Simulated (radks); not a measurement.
Q: The mean radii <r> (bohr) of the occupied orbitals of an atom or ion are listed with their occupations. Calculated with a radial shooting solver on a logarithmic mesh with Libxc functionals: scalar-relativistic Kohn-Sham, BLYP, spin-polarised, spherical densities, finite nucleus; Fermi nuclear charge, rms radius of each element as measured or else 0.836 A^(1/3) + 0.57 fm.

orbital  occ.      <r>
1s up       1  0.02966
1s down     1  0.02964
2s up       1   0.1241
2s down     1   0.1244
2p up       3   0.1074
2p down     1   0.1077

Name the element and its charge. Open shells, if any, are filled with parallel spins first.

A: Z = 49, indium, charge +41: In41+ in [He] 2s2 2p4. The 1s radius gives Z: for a bare nucleus <r> = (2 gamma + 1)/(2Z) with gamma = sqrt(1 - (Z/c)^2), 0.02926 bohr for Z = 49, and screening makes it slightly larger (0.02966 here). The occupations add up to 8, and the charge is Z minus that.
